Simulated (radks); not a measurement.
Q: Radial electron density D(r) = 4 pi r^2 rho(r) of an atom or ion with 1 electrons. Method: scalar-relativistic Kohn-Sham, r2SCAN, spin-unpolarised, spherical densities, finite nucleus; meta-GGA in the generalised Kohn-Sham scheme; Fermi nuclear charge, rms radius of each element as measured or else 0.836 A^(1/3) + 0.57 fm; computed with a radial shooting solver on a logarithmic mesh with Libxc functionals.

r (bohr)  D(r) (e/bohr)
0.1007          0.02957
0.1173          0.03877
0.1365          0.05056
0.1602          0.06640
0.1865          0.08537
0.2172           0.1088
0.2548           0.1390
0.2967           0.1732
0.3454           0.2130
0.4053           0.2602
0.4718           0.3089
0.5493           0.3590
0.6395           0.4072
0.7504           0.4510
0.8736           0.4808
1.017            0.4938
1.193            0.4852
1.389            0.4538
1.617            0.4014
1.898            0.3290
2.21             0.2524
2.572            0.1777
2.995            0.1132
3.514           0.06213
4.091           0.03064
4.763           0.01295
5.589          0.004330
6.507          0.001246

What is the nuclear charge?

A: Z = 1. The innermost maximum, from 1s, lies near gamma/Z bohr with gamma = sqrt(1 - (Z/c)^2) = 1.000, here 1 bohr (found: 1.04), and its height grows with Z. The density is that of neutral hydrogen in 1s1; the configuration itself is not fixed sharply by these data. D(r) has 1 maximum, at r = 1.04 bohr.
